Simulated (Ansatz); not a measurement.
`O=[CH][GaH2]` + `[OH][SbH2]` → `[GaH2][O][SbH2]` + `C=O` at 298.15 K and 1 bar (ligand exchange at a Ga–C bond).

Calculated with Ansatz (gas phase, PBE0-D4/def2-TZVP geometries, no zero-point term in ΔE). CCSD(T)/CBS adds triple-zeta CCSD(T) − MP2 to the extrapolated MP2 energy (def2 sets, frozen cores). This one scheme is used for every species. Elements past krypton have def2 core potentials. For Ga, Sb outer-core shells are correlated without core-valence functions, which leaves a few kJ/mol of doubt a bond. Scalar relativity is left out up to krypton.

```tsv
species	CCSD(T)/CBS energy (Eh)	H − E (kJ/mol)	S (J/(mol·K))
`O=[CH][GaH2]`	-2038.90941	95.1	301.2
`[OH][SbH2]`	-316.98030	82.9	277.2
`[GaH2][O][SbH2]`	-2241.53579	98.8	348.6
`C=O`	-114.39408	80.1	218.6
```

H − E and S are ideal-gas, rigid-rotor, harmonic terms from PBE0-D4/def2-TZVP, for one conformer and one mirror image of each species. 1 Eh = 2625.50 kJ/mol, R = 8.31446 J/(mol·K).

**Question.** By hand: ΔE, ΔH, ΔS and ΔG.

**Answer.** ΔE = (-2241.53579) + (-114.39408) − (-2038.90941) − (-316.98030) = -0.04016 Eh = -105.4 kJ/mol. Δ(H − E) = 98.8 + 80.1 − 95.1 − 82.9 = 0.9, so ΔH = -104.5 kJ/mol. ΔS = 348.6 + 218.6 − 301.2 − 277.2 = -11.2 J/(mol·K). ΔG = -104.5 − 298.15 × (-11.2)/1000 = -101.2 kJ/mol.

**Question.** By hand: the equilibrium constant, and the temperature at which ΔG would vanish if ΔH and ΔS stayed fixed.

**Answer.** log₁₀ K = −ΔG/(RT ln 10) = 17.7. ΔG = 0 at ΔH/ΔS = 9330 K, far beyond where these terms or the molecules hold.

The number of gas molecules stays the same, so ΔS is small and ΔH decides. A doubt of 5 kJ/mol in ΔE shifts log₁₀ K by 0.9 here. Other conformers and mirror images would add mixing entropy, several J/(mol·K) or more a flexible species. Modes under 60 cm⁻¹, often nearly free rotors, make the harmonic entropy too high. These are equilibria of isolated gas molecules and say nothing of rates. Largest T1 diagnostic: 0.017 (customary marks: 0.02 for closed shells, 0.045 for open ones).
